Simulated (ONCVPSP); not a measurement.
Which setting gave this result? (Ag, ONCV)

Base potential:

```json
{
  "Element": "Ag",
  "Generator": "ONCVPSP 4.0.1",
  "Type": "optimised norm-conserving Vanderbilt (ONCV)",
  "Functional": "LDA (Perdew-Wang 92)",
  "Relativity": "scalar-relativistic",
  "Frozen core": "[Ar] 3d10",
  "Valence charge": "19",
  "Reference configuration": "4s2 4p6 4d10 5s0.75 5p0.25",
  "Partial waves": "4s+5s: rc 1.70 bohr, ncon 4, nbas 9, qcut 9 1/bohr, 2 projectors; 4p+5p: rc 2.00 bohr, ncon 3, nbas 6, qcut 6.3 1/bohr, 2 projectors; 4d: rc 1.75 bohr, ncon 4, nbas 8, qcut 7.1 1/bohr, 2 projectors, debl 1.4 Ha",
  "Local potential": "polynomial inside 1.50 bohr (lpopt 5, dvloc0 1 Ha)",
  "Core correction": "Teter function, fcfact 4.75, rcfact 1.2"
}
```

Cutoffs, loose and tight: the cutoffs (Ha) at which the residual kinetic energy of the hardest occupied pseudo-wave falls to 1 and 0.1 mHa per electron. They do not see the model core or the augmentation charge, which bear on the density cutoff. Test errors are all-electron minus pseudo excitation energies from the reference, over the configurations 4s2 4p6 4d10 5s1 5p0; 4s2 4p6 4d10 5s0 5p0; 4s2 4p6 4d9 5s0 5p0; 4s1 4p6 4d10 5s1 5p0; variants that change the core or the reference have their own tests. The largest error is taken over the tests solved by every variant that gives reliable tests at all, those not shown here included: 4s1 4p6 4d10 5s1 5p0; 4s2 4p6 4d10 5s0 5p0; 4s2 4p6 4d10 5s1 5p0.

Only the scale of all radii but the core radius (base = 1) is moved:

```csv
scale of all radii but the core radius (base = 1),"cutoff, loose","cutoff, tight",bound ghosts,largest test error (meV)
0.78,47 Ha,121 Ha,none,-125
0.87,28 Ha,92 Ha,none,-232
1.06,22 Ha,26 Ha,none,-544
1.13,21 Ha,24 Ha,none,-680
1.21,20 Ha,22 Ha,none,-786
1.32,18 Ha,22 Ha,none,-819
```

Problem. One more run gave cutoff, loose: 25 Ha; cutoff, tight: 56 Ha; bound ghosts: none; largest test error (meV): -389. Which value of the scale of all radii but the core radius (base = 1) was used?

Solution. 0.96. The loose cutoff moves one way along this sweep, from 47 Ha at 0.78 to 18 Ha at 1.32, which places the run between 0.87 and 1.06.
